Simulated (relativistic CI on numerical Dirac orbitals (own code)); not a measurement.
## Spin-allowed bands of a d3 ion in a tetrahedral site, by hand

Problem. Take Δ = 7000 cm⁻¹ and B = 770 cm⁻¹ for a d3 ion in a tetrahedral site. Calculate the three spin-allowed bands.

Working.
1. The terms of highest spin are 4F (energy 0) and 4P (15B = 11550 cm⁻¹). Here the F term splits into A2 at +1.2Δ = 8400, T2 at +0.2Δ = 1400 and T1 at −0.6Δ = -4200 cm⁻¹.
2. The two T1 states mix through the element 0.4Δ: H = [[-4200, 2800], [2800, 11550]], with roots ½(H₁₁ + H₂₂) ∓ ½√[(H₂₂ − H₁₁)² + 4H₁₂²] = ½(7350) ∓ ½(16716) = -4683 and 12033 cm⁻¹.
3. The ground term is 4T1 at -4683 cm⁻¹.
4. Bands: 4T2 6083 cm⁻¹ (1644 nm), 4A2 13083 cm⁻¹ (764 nm), 4T1(P) 16716 cm⁻¹ (598 nm).

Check. Exact diagonalisation of the whole d3 shell with these parameters gives 4T2 6083, 4A2 13083, 4T1 16716 cm⁻¹. The match is exact, since without spin-orbit coupling no other term has this spin. The ratio of the second band to the first, 2.151, depends on Δ/B = 9.1 alone, which is how a Tanabe-Sugano diagram is read.
